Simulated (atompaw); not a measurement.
# PBEsol PAW (atompaw) dataset for titanium, scalar-relativistic all-electron reference.

```
Element                 : Ti (Z = 22)
Generator               : atompaw 4.2.0.5
Type                    : PAW
Functional              : PBEsol
Relativity              : scalar-relativistic
Frozen core             : [Ar]
Valence charge          : 4
Reference configuration : 3d2 4s1.5 4p0 (charge +0.5)
Partial waves           : 4s (bound): rc 2.85 bohr; 4s channel at 1.15 Ry: rc 2.85 bohr; 4p (bound, empty): rc 3.00 bohr; 4p channel at 0.8 Ry: rc 3.00 bohr; 3d (bound): rc 1.45 bohr; 3d channel at 4.35 Ry: rc 3.00 bohr
Local potential         : troulliermartins scheme with l = 3 at 0 Ry, radius 2.35 bohr
Core correction         : smooth core density matched at 2.25 bohr
Augmentation charge     : besselshape compensation charge, radius 2.90 bohr; PAW radius 3.00 bohr; waves and projectors: custom rrkj gramschmidtortho
```

* Cutoffs needed: 45 Ry and 70 Ry (the cutoffs (Ry, on a coarse ladder) from which the occupation-weighted sum of valence levels, in a spherical-Bessel basis at the reference potential, stays within 10 and 1 mRy of its value at 400 Ry)
* Ghost test: no extra level below or beside the all-electron valence levels (s, p, d, f tested) (spherical-Bessel basis up to 400 Ry, 20 bohr box)
* Lowest eigenvalue of the overlap operator: 0.46 (s channel)
* Overlap eigenvalues printed by atompaw (projector basis): 0.00564, 0.132, 0.483, 2.64, 7.73, 117
* Share of each valence orbital outside the PAW sphere: 4s 56 %, 4p 77 %, 3d 7 %
